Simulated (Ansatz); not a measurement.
Wavefunction ladder for `[F][Ga]([SH])[SeH]`

```xyz
6

F    -0.7025    0.1830    2.0217
Ga   -0.0243   -0.0437    0.4220
S    -1.0977    0.9104   -1.2237
Se    1.8934   -1.3140    0.3111
H    -2.0218    1.4097   -0.3832
H     1.9528   -1.1453   -1.1478
```

Charge 0, multiplicity 1. Correlated methods include outer-core shells of Ga, Se, which these sets cover unevenly. Scalar relativity is left out up to krypton. The geometry is a stationary point of PBE0-D4/def2-TZVP. It is one conformer, not always the lowest. Frozen core, restricted reference, Ansatz 0.2.0.

| basis | HF (Eh) | MP2 corr. |
| --- | --- | --- |
| def2-SVP | -4820.60542 | -0.76064 |
| def2-TZVPP | -4821.41900 | -0.91894 |
| def2-QZVPP | -4821.52228 | -1.50992 |

Problem. Estimate the CCSD correlation energy and the (T) correction in each basis where they were run (hartree).

Solution. 
```
     basis  CCSD corr.       (T)
  def2-SVP    -0.77241  -0.02089
def2-TZVPP    -0.93566  -0.03683
def2-QZVPP    -1.48056  -0.04853
```
